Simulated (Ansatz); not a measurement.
Harmonic frequencies (cm⁻¹) at PBE0-D4/def2-TZVP from Ansatz: 34, 91, 143, 335, 343, 400, 415, 452, 529, 565, 678, 859, 934, 939, 1084, 1910, 2192, 2201, 2209, 2407, 2421.

Each molecule was computed in one conformer, which needn't be the lowest.

**Question.** Which molecule is it?
A. `CN=C=CCl`
B. `[SiH3][AlH][PH2]`
C. `NBCF`
D. `BC(=O)CCl`

**Answer.** B.
